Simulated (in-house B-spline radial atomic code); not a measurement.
RPA and G0W0 for P⁸⁺, [He] 2s2 2p3, highest spin, as one setting changes: the highest l of the empty states. Start: PBE. A dash marks a level of low quasi-particle weight. Computed with an all-electron radial atomic-structure program (B-spline basis): all electrons, non-relativistic, point nucleus, each spin shell either full or empty, empty states to the listed l with an (l + 1/2)⁻⁴ tail; G0W0 by contour deformation at full frequency.

| highest l of the empty states | RPA summed (Eh) | RPA extrapolated (Eh) | G0W0 level (eV) |
| --- | --- | --- | --- |
| 3 | -0.37293 | -0.4004 | 2p up -372.19 |
| 4 | -0.38666 | -0.40137 | 2p up -372.31 |
| 5 | ? | ? | ? |
| 6 | -0.39473 | -0.3992 | 2p up -372.28 |
| 7 | -0.39612 | -0.39896 | 2p up -372.28 |
| 8 | -0.39693 | -0.39883 | 2p up -372.27 |
| 9 | -0.39742 | -0.39875 | 2p up -372.27 |
| 10 | ? | ? | ? |
| 11 | -0.39795 | -0.39866 | 2p up -372.27 |

**Question.** What belongs in the row for 10?

**Answer.** RPA summed (Eh): -0.39774; RPA extrapolated (Eh): -0.39869; G0W0 level (eV): 2p up -372.27.

**Question.** What belongs in the row for 5?

**Answer.** RPA summed (Eh): -0.39213; RPA extrapolated (Eh): -0.39976; G0W0 level (eV): 2p up -372.29.
